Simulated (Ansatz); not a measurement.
C10H20, SMILES `CCCCCC1CCCC1` at its PBE0-D4/def2-TZVP geometry, where that method's forces vanish. Charge 0, multiplicity 1.

```json
{"atom": "C1", "x (Å)": "0.936", "y (Å)": "3.533", "z (Å)": "0.134"}
{"atom": "C2", "x (Å)": "2.099", "y (Å)": "2.557", "z (Å)": "0.222"}
{"atom": "C3", "x (Å)": "1.922", "y (Å)": "1.304", "z (Å)": "-0.626"}
{"atom": "C4", "x (Å)": "0.765", "y (Å)": "0.414", "z (Å)": "-0.197"}
{"atom": "C5", "x (Å)": "0.671", "y (Å)": "-0.855", "z (Å)": "-1.030"}
{"atom": "C6", "x (Å)": "-0.488", "y (Å)": "-1.792", "z (Å)": "-0.690"}
{"atom": "C7", "x (Å)": "-0.394", "y (Å)": "-2.407", "z (Å)": "0.724"}
{"atom": "C8", "x (Å)": "-1.805", "y (Å)": "-2.336", "z (Å)": "1.303"}
{"atom": "C9", "x (Å)": "-2.363", "y (Å)": "-1.054", "z (Å)": "0.699"}
{"atom": "C10", "x (Å)": "-1.879", "y (Å)": "-1.119", "z (Å)": "-0.747"}
{"atom": "H11", "x (Å)": "0.011", "y (Å)": "3.100", "z (Å)": "0.522"}
{"atom": "H12", "x (Å)": "1.137", "y (Å)": "4.441", "z (Å)": "0.708"}
{"atom": "H13", "x (Å)": "0.752", "y (Å)": "3.831", "z (Å)": "-0.903"}
{"atom": "H14", "x (Å)": "2.253", "y (Å)": "2.265", "z (Å)": "1.267"}
{"atom": "H15", "x (Å)": "3.017", "y (Å)": "3.066", "z (Å)": "-0.089"}
{"atom": "H16", "x (Å)": "1.784", "y (Å)": "1.594", "z (Å)": "-1.676"}
{"atom": "H17", "x (Å)": "2.848", "y (Å)": "0.718", "z (Å)": "-0.595"}
{"atom": "H18", "x (Å)": "0.887", "y (Å)": "0.165", "z (Å)": "0.864"}
{"atom": "H19", "x (Å)": "-0.174", "y (Å)": "0.971", "z (Å)": "-0.272"}
{"atom": "H20", "x (Å)": "0.591", "y (Å)": "-0.571", "z (Å)": "-2.087"}
{"atom": "H21", "x (Å)": "1.612", "y (Å)": "-1.411", "z (Å)": "-0.940"}
{"atom": "H22", "x (Å)": "-0.461", "y (Å)": "-2.601", "z (Å)": "-1.427"}
{"atom": "H23", "x (Å)": "0.284", "y (Å)": "-1.816", "z (Å)": "1.346"}
{"atom": "H24", "x (Å)": "0.006", "y (Å)": "-3.423", "z (Å)": "0.704"}
{"atom": "H25", "x (Å)": "-1.821", "y (Å)": "-2.347", "z (Å)": "2.396"}
{"atom": "H26", "x (Å)": "-2.399", "y (Å)": "-3.191", "z (Å)": "0.960"}
{"atom": "H27", "x (Å)": "-1.924", "y (Å)": "-0.188", "z (Å)": "1.207"}
{"atom": "H28", "x (Å)": "-3.449", "y (Å)": "-0.967", "z (Å)": "0.785"}
{"atom": "H29", "x (Å)": "-1.851", "y (Å)": "-0.141", "z (Å)": "-1.233"}
{"atom": "H30", "x (Å)": "-2.566", "y (Å)": "-1.739", "z (Å)": "-1.330"}
```

**Question.** For each bond, give half the difference of the two atoms' forces along it (eV/Å; positive pushes the atoms apart) under PBE-D4, r2SCAN-D4, B3LYP-D4, ωB97M-V in def2-TZVPP. (Estimate.)

**Answer.** The calculation gave: 
```csv
bond,length (Å),PBE-D4,r2SCAN-D4,B3LYP-D4,ωB97M-V
C1–C2,1.520,0.01,0.11,0.19,0.18
C1–H11,1.092,0.11,-0.04,-0.07,-0.08
C2–H15,1.095,0.10,-0.05,-0.11,-0.11
C3–C4,1.521,0.00,0.08,0.13,0.13
C3–H17,1.096,0.11,-0.04,-0.10,-0.10
C4–C5,1.521,-0.01,0.08,0.14,0.13
C5–C6,1.528,-0.02,0.05,0.07,0.09
C5–H20,1.097,0.11,-0.04,-0.10,-0.10
C7–H24,1.092,0.07,-0.07,-0.13,-0.10
C8–H25,1.092,0.07,-0.06,-0.13,-0.12
C8–H26,1.096,0.10,-0.05,-0.10,-0.11
C9–C10,1.526,0.04,0.11,0.19,0.15
C9–H27,1.096,0.10,-0.05,-0.11,-0.10
C9–H28,1.092,0.07,-0.06,-0.13,-0.12
```

B3LYP here is the variant with VWN-RPA as its local correlation; programs differ in this.

Computed with Ansatz.
